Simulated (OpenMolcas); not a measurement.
# Si3+: effect of the IPEA shift

```
Program             : OpenMolcas
Basis               : ANO-RCC-VTZP [5s4p2d1f]
Scalar Hamiltonian  : DKH2, point nucleus
Active space        : 1 electron in 4 orbitals (3s 3p)
State averaging     : 2S+1 = 2 even, 1 root; 2S+1 = 2 odd, 3 roots
Spin-orbit coupling : state interaction with AMFI integrals over the reference wave functions, term energies averaged over their components
```

Methods on the same reference wave functions:
A. CASSCF
B. SS-CASPT2, IPEA 0 Eh, imaginary shift 0.1 Eh (closed shells correlated: 2s 2p)
C. SS-CASPT2, IPEA 0.25 Eh, imaginary shift 0.1 Eh (closed shells correlated: 2s 2p)

Energies in cm⁻¹ above 3s ²S_1/2, the measured ground level; measured values from NIST levels in Kelleher and Podobedova, J. Phys. Chem. Ref. Data 37, 1285 (2008).

```
     Level      A      B      C  Measured
 3s ²S_1/2    0.0    0.0    0.0       0.0
3p ²P°_1/2  70649  70937  70935     71288
3p ²P°_3/2  71022  71310  71307     71749
```

Deviations, from unrounded energies. A percentage is the sum of absolute deviations over the sum of measured energies, with the sign that they share, or ± where signs differ.

| Against measurement | Levels | A | B | C |
| --- | --- | --- | --- | --- |
| mean absolute deviation (cm-1) | 2 | 680 | 390 | 400 |
| other configurations (%) | 2 | -1.0 | -0.6 | -0.6 |

B, C lie about equally close to measurement and A furthest from it. The largest miss of B in the table is 3p ²P°_3/2, by -440 cm-1. The ranking rests on the paired levels alone, and a cruder setting can come out closer through cancelling errors.

Between B and C no level of the table moves by more than 5 cm-1.

The lowest spin-free term lies below A's lowest term by 0.018 hartree in B, 0.018 hartree in C.

With one active electron the reference holds no correlation, so core polarisation is missing (holds for A). With one active electron, CASPT2 adds the correlation within the correlated inactive shells and between them and that electron, and leaves the splitting within a term as the reference gives it (holds for B; C). Computed and measured levels are paired by configuration, term and J; levels that our copy of the source lacks, or whose pairing is in doubt (as where it misses far off the trend of its configuration), stay unpaired and out of the deviations. Levels of configurations outside the active space are missing.

° marks odd parity.
